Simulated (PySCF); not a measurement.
Correlation energy of C²⁺ (carbon, charge +2)

[He] 2s1 3d1, high-spin 3D determinant (an excited configuration). All numbers are calculated (PySCF 2.14, scalar relativity by spin-free X2C-1e, in x2c-QZVPPall with one added diffuse shell each of s, p, d, f type (8s5p4d3f1g, 73 functions)). Frozen: nothing; 4 electrons correlated.

```csv
level,correlation energy (mhartree)
CCSD,-29.92
(T),-0.12
CCSD(T),-30.04
```

Diagnostics: T1 = 0.0052, D1 = 0.0145, largest double amplitude 0.088.

Problem. Is a single reference adequate?

Solution. Mostly. T1 lies below 0.03, but a double amplitude of this size points to a near-degeneracy that CCSD handles and MP2 describes poorly.

This basis was not built for core-valence correlation, so the inner-shell part is incomplete.
